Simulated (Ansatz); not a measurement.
A run for Ansatz (a program for electronic structure): R-PBE0/def2-TZVPP on H4OSi (SMILES O[SiH3]), a point of a torsion scan.

Ansatz 0.2 input:
```yaml
crystal:
  periodic: [false, false, false]
  atoms:
    - {symbol: O, position_ang: [1.10385294, -0.48348730, -0.22840317]}
    - {symbol: Si, position_ang: [-0.42219228, 0.02395453, 0.01623211]}
    - {symbol: H, position_ang: [1.86673603, 0.03511728, 0.00406216]}
    - {symbol: H, position_ang: [-1.06504746, 0.06320101, -1.29338952]}
    - {symbol: H, position_ang: [-0.41395732, 1.35326785, 0.63000384]}
    - {symbol: H, position_ang: [-1.04959188, -0.95105860, 0.90255702]}
basis:
  gaussian:
    orbitals: def2-TZVPP
hamiltonian:
  xc: {name: PBE0}
scf: {lower_state_search: off}
```

Output:

```
WARN ansatz: RAYON_NUM_THREADS=1 ignored (pool sized by the plan → 1); use --threads N
Functional definition: PBE0
these checks for a lower state are left out or cut short: stability, starts, cluster_reference, orbital_swaps, neighbouring_geometries, increment
integrals: 0.03 GiB planned
678 factors; their error is unknown
mean field: 0.37 GiB planned
mean field evaluation 1: about -9982.1026 eV, gradient 5.1e1 eV
mean field evaluation 2: about -9974.6500 eV, gradient 8.2e1 eV
mean field evaluation 4: about -9986.1993 eV, gradient 1.1e0 eV
mean field evaluation 8: about -9986.2234 eV, gradient 1.5e-1 eV
mean field evaluation 16: about -9986.2234 eV, gradient 3.0e-6 eV
mean field -9986.22343414 eV, -366.9869422992 hartree, gradient 3.0e-6 eV, S^2 0.000000; 0 other end points of the search recorded, 0 dependent functions left out
reference -9986.22345950 eV, -366.9869432313 hartree; 13, 13 occupied and 116, 116 virtual orbitals, 678 factors
Total energy: -9986.22345950 eV, -366.9869432313 hartree
Checks for a lower state left out: stability, starts, cluster_reference, orbital_swaps, neighbouring_geometries, increment
```

The run converged.

Cost: around 0.9 core-seconds (rough).
